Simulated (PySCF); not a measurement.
# `C=C[C@@H](F)C(=S)N(C)C`, C6H10FNS

Molfile (atoms numbered from 1):
```
C6H10FNS
     RDKit          3D

 19 18  0  0  0  0  0  0  0  0999 V2000
    2.4036    0.9625   -1.2543 C   0  0  0  0  0  0  0  0  0  0  0  0
    1.9587   -0.1463   -0.6942 C   0  0  0  0  0  0  0  0  0  0  0  0
    1.3238   -0.2238    0.6671 C   0  0  1  0  0  0  0  0  0  0  0  0
    1.2032    1.0273    1.2402 F   0  0  0  0  0  0  0  0  0  0  0  0
   -0.0070   -0.9492    0.5930 C   0  0  0  0  0  0  0  0  0  0  0  0
    0.0154   -2.5600    0.9484 S   0  0  0  0  0  0  0  0  0  0  0  0
   -1.0988   -0.2934    0.1974 N   0  0  0  0  0  0  0  0  0  0  0  0
   -2.3920   -0.9330    0.2053 C   0  0  0  0  0  0  0  0  0  0  0  0
   -1.1066    1.0947   -0.2048 C   0  0  0  0  0  0  0  0  0  0  0  0
    2.8581    0.9546   -2.2293 H   0  0  0  0  0  0  0  0  0  0  0  0
    2.3469    1.9148   -0.7527 H   0  0  0  0  0  0  0  0  0  0  0  0
    2.0266   -1.1063   -1.1857 H   0  0  0  0  0  0  0  0  0  0  0  0
    1.9729   -0.8017    1.3387 H   0  0  0  0  0  0  0  0  0  0  0  0
   -3.1025   -0.3152    0.7561 H   0  0  0  0  0  0  0  0  0  0  0  0
   -2.7520   -1.0701   -0.8166 H   0  0  0  0  0  0  0  0  0  0  0  0
   -2.3087   -1.9072    0.6831 H   0  0  0  0  0  0  0  0  0  0  0  0
   -0.1808    1.3586   -0.7107 H   0  0  0  0  0  0  0  0  0  0  0  0
   -1.9358    1.2500   -0.8935 H   0  0  0  0  0  0  0  0  0  0  0  0
   -1.2348    1.7530    0.6583 H   0  0  0  0  0  0  0  0  0  0  0  0
  1  2  2  0
  2  3  1  0
  3  4  1  0
  3  5  1  0
  5  6  2  0
  5  7  1  0
  7  8  1  0
  7  9  1  0
  1 10  1  0
  1 11  1  0
  2 12  1  0
  3 13  1  1
  8 14  1  0
  8 15  1  0
  8 16  1  0
  9 17  1  0
  9 18  1  0
  9 19  1  0
M  END
```

Method used: GIAO HF/pcSseg-1 magnetisability, rotational g tensor and spin-rotation constants, non-relativistic, gas phase (PySCF 2.14.0). Geometry: GFN2-xTB.

Give the nuclear spin-rotation constants along the inertial axes (H = +C I·J) beside the isotropic shieldings.

Rotational constants 1.8171, 1.1059, 0.8485 GHz. A star marks the isotopologue with that one atom substituted, in its own axes.
```tsv
atom	isotope	Caa (kHz)	Cbb (kHz)	Ccc (kHz)	mean (kHz)	σ (ppm)
F4	19F	0.368	0.349	0.339	0.352	418.4
N7	14N	0.265	0.080	0.037	0.128	125.8
H10	1H	-0.105	-0.122	0.033	-0.065	26.4
H11	1H	-0.126	-0.051	-0.009	-0.062	26.2
H12	1H	-0.156	-0.050	0.004	-0.067	26.0
H13	1H	-0.175	0.037	-0.049	-0.063	25.8
H14	1H	-0.179	-0.029	-0.051	-0.086	29.6
H15	1H	-0.193	-0.103	0.014	-0.094	29.5
H16	1H	-0.029	-0.021	-0.081	-0.043	26.6
H17	1H	0.019	-0.088	-0.082	-0.050	28.4
H18	1H	-0.180	-0.029	-0.054	-0.088	29.7
H19	1H	-0.192	-0.091	0.012	-0.090	29.0
C1	13C*	0.454	0.219	0.358	0.344	69.4
C2	13C*	0.479	0.265	0.382	0.375	52.2
C3	13C*	0.444	0.251	0.218	0.304	100.4
C5	13C*	1.037	0.625	0.180	0.614	-34.4
S6	33S*	0.700	0.535	0.168	0.468	285.9
C8	13C*	0.241	0.198	0.152	0.197	152.8
```
For the geometry as given, no vibrational averaging.
